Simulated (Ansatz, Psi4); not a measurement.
Psi4 was given this input:
```
memory 2 GB

molecule mol {
1 2
  O     0.008380    0.001641    0.099256
  H    -0.053207    0.866383   -0.409792
  H    -0.013837   -0.879508   -0.384257
}

set basis def2-svpd
set reference uks
set scf_type pk
set puream true
set d_convergence 1e-8
set dft_radial_points 99
set dft_spherical_points 590

energy('pbe0')
print_variables()
```

### Question
Convert this to an input for Ansatz (a first-principles code).

### Answer
Several could match; the one computed here: 
Ansatz 0.2 input:
```yaml
crystal:
  periodic: [false, false, false]
  atoms:
    - {symbol: O, position_ang: [0.00838048, 0.00164066, 0.09925610]}
    - {symbol: H, position_ang: [-0.05320696, 0.86638286, -0.40979171]}
    - {symbol: H, position_ang: [-0.01383690, -0.87950812, -0.38425707]}
basis:
  gaussian:
    orbitals: def2-SVPD
hamiltonian:
  xc: pbe0
total_charge: 1
magnetization: {spin_polarized: true, initial_magnetization: 1}
accuracy: high
```

Both were run: Psi4 gave -75.831764 Eh and Ansatz -75.831764 Eh, 0.000 mEh apart.
